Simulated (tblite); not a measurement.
Species: C₄H₁₂GeSi.
Bonds: Si1–Ge2, Ge2–C3, C3–C4, C4–C5, C5–C6, C3–C6. Hydrogens: H7, H8, H9 on Si1; H10, H11 on Ge2; H12 on C3; H13, H14 on C4; H15, H16 on C5; H17, H18 on C6.

Computed with GFN2-xTB (tblite), gas phase: L-BFGS steps from a force-field or distance-geometry start until the largest atomic force falls under 0.01 eV/Å.

Step 27: E = -498.4089 eV
```
atom  x, y, z in Å  |  force x, y, z in eV/Å
Si1     2.0316    0.3142    1.4965    0.008   0.003   0.009
Ge2     1.3949   -1.0710   -0.2785   -0.056   0.018  -0.008
C3     -0.4405   -0.6477   -0.9150   -0.006  -0.008  -0.003
C4     -0.6894    0.8408   -1.2201   -0.003  -0.012   0.004
C5     -1.6923    0.9082   -0.0600    0.011  -0.020  -0.012
C6     -1.5095   -0.5950    0.1920    0.007   0.013  -0.009
H7      3.3795    0.0191    1.9769    0.015  -0.015  -0.007
H8      1.9930    1.7176    1.0835    0.008   0.024  -0.007
H9      1.1050    0.1601    2.6187   -0.009  -0.008   0.021
H10     1.4059   -2.5524    0.0386    0.017  -0.001   0.007
H11     2.2964   -0.9995   -1.4936    0.018  -0.002   0.006
H12    -0.7227   -1.3005   -1.7417    0.013  -0.020  -0.017
H13    -1.1257    1.0290   -2.2008   -0.009  -0.003   0.022
H14     0.1818    1.4884   -1.1048   -0.016   0.002   0.000
H15    -2.7010    1.1984   -0.3516    0.016   0.014   0.026
H16    -1.3683    1.5377    0.7685   -0.012  -0.016  -0.023
H17    -1.1518   -0.8454    1.1925   -0.011   0.002  -0.005
H18    -2.3956   -1.1956   -0.0127    0.007   0.028  -0.005
```

Step 28: E = -498.4092 eV
```
atom  x, y, z in Å  |  force x, y, z in eV/Å
Si1     2.0348    0.3144    1.4986   -0.001   0.005   0.004
Ge2     1.3951   -1.0691   -0.2759   -0.055   0.018  -0.018
C3     -0.4401   -0.6469   -0.9138   -0.008  -0.020  -0.021
C4     -0.6911    0.8408   -1.2209    0.010  -0.024  -0.004
C5     -1.6924    0.9077   -0.0604    0.004   0.001  -0.004
C6     -1.5112   -0.5947    0.1910    0.014  -0.011  -0.010
H7      3.3824    0.0192    1.9787    0.019  -0.015  -0.005
H8      1.9956    1.7170    1.0826    0.008   0.023  -0.001
H9      1.1069    0.1581    2.6195   -0.006  -0.002   0.023
H10     1.4051   -2.5503    0.0384    0.017  -0.010   0.013
H11     2.2949   -0.9987   -1.4921    0.021   0.001   0.004
H12    -0.7194   -1.3014   -1.7408    0.015  -0.013  -0.007
H13    -1.1297    1.0259   -2.2011   -0.007   0.001   0.018
H14     0.1799    1.4893   -1.1083   -0.021   0.004  -0.001
H15    -2.7006    1.2006   -0.3491    0.000   0.014   0.017
H16    -1.3667    1.5359    0.7674    0.000  -0.001  -0.001
H17    -1.1553   -0.8473    1.1917   -0.017   0.005  -0.006
H18    -2.3971   -1.1942   -0.0173    0.007   0.024   0.000
```

Problem. Estimate the geometry and energy of step 29. (The exact step hangs on the optimiser's Hessian estimate; all steps are aligned on step 28, rigid shifts and turns removed.)

Solution. E = -498.4095 eV, largest force 0.045 eV/Å
```
atom  x, y, z in Å  |  force x, y, z in eV/Å
Si1     2.0378    0.3147    1.5008   -0.010   0.007   0.000
Ge2     1.3942   -1.0669   -0.2739   -0.033   0.011  -0.020
C3     -0.4398   -0.6465   -0.9130   -0.010  -0.026  -0.035
C4     -0.6926    0.8404   -1.2218    0.015  -0.027  -0.011
C5     -1.6924    0.9073   -0.0608   -0.002   0.019   0.006
C6     -1.5125   -0.5946    0.1899    0.014  -0.028  -0.009
H7      3.3856    0.0189    1.9802    0.016  -0.014  -0.006
H8      1.9983    1.7168    1.0817    0.009   0.017   0.008
H9      1.1086    0.1562    2.6207    0.001   0.004   0.020
H10     1.4047   -2.5484    0.0386    0.015  -0.012   0.016
H11     2.2940   -0.9977   -1.4906    0.019   0.004   0.007
H12    -0.7159   -1.3025   -1.7402    0.012  -0.008  -0.002
H13    -1.1336    1.0229   -2.2010   -0.006   0.005   0.006
H14     0.1777    1.4903   -1.1116   -0.020   0.005  -0.003
H15    -2.7002    1.2030   -0.3464   -0.013   0.010   0.005
H16    -1.3651    1.5341    0.7665    0.013   0.012   0.020
H17    -1.1589   -0.8491    1.1909   -0.019   0.005  -0.006
H18    -2.3985   -1.1924   -0.0217    0.001   0.016   0.002
```

The energy changes by -0.0003 eV. The first-order estimate −F·Δx gives -0.0004 eV and the mean of the old and new forces, exact on a quadratic surface, -0.0003 eV. The step makes an angle of 74° with the force vector and moves no atom by more than 0.005 Å.

What follows is the cost of the whole relaxation. Time: 0.97 s. Hardware: one thread of an Arm Neoverse N1, shared host with 64 logical CPUs at a one-minute load of 60.
